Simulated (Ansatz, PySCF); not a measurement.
This Ansatz (a quantum-chemistry and plane-wave program) input computes a PBE0/def2-TZVPD energy:

Ansatz 0.2 input:
```yaml
crystal:
  periodic: [false, false, false]
  atoms:
    - {symbol: B, position_ang: [0.03623425, 0.00377206, -0.00263558]}
    - {symbol: F, position_ang: [0.58678180, 1.16541197, -0.36137801]}
    - {symbol: F, position_ang: [0.85868406, -1.01493611, 0.25623894]}
    - {symbol: N, position_ang: [-1.34673212, -0.14019749, 0.09795746]}
    - {symbol: H, position_ang: [-1.98259214, 0.61380546, -0.09249224]}
    - {symbol: H, position_ang: [-1.78064696, -1.00556612, 0.36621954]}
basis:
  gaussian:
    orbitals: def2-TZVPD
hamiltonian:
  xc: {name: PBE0}
output: {forces: true}
```

Question: Write an input for the same energy in PySCF and say what it gives.

Answer: 
```python
from pyscf import gto, scf, dft

mol = gto.M(
    atom='''
    B     0.03623425    0.00377206   -0.00263558
    F     0.58678180    1.16541197   -0.36137801
    F     0.85868406   -1.01493611    0.25623894
    N    -1.34673212   -0.14019749    0.09795746
    H    -1.98259214    0.61380546   -0.09249224
    H    -1.78064696   -1.00556612    0.36621954
    ''',
    basis='def2-tzvpd',
    charge=0,
    spin=0,
    verbose=4,
)

mf = dft.RKS(mol, xc='pbe0').density_fit(auxbasis='def2-universal-jkfit')
mf.grids.level = 3
mf.conv_tol = 1e-9
mf.max_cycle = 100
mf.max_memory = 1500
mf.kernel()
if not mf.converged:
    mf = mf.newton()
    mf.kernel(mf.make_rdm1())
mf.analyze()
```
It gives -280.50242 Eh, and Ansatz -280.50239 Eh, a difference of 0.03 mEh, from the treatment of integrals and grids.
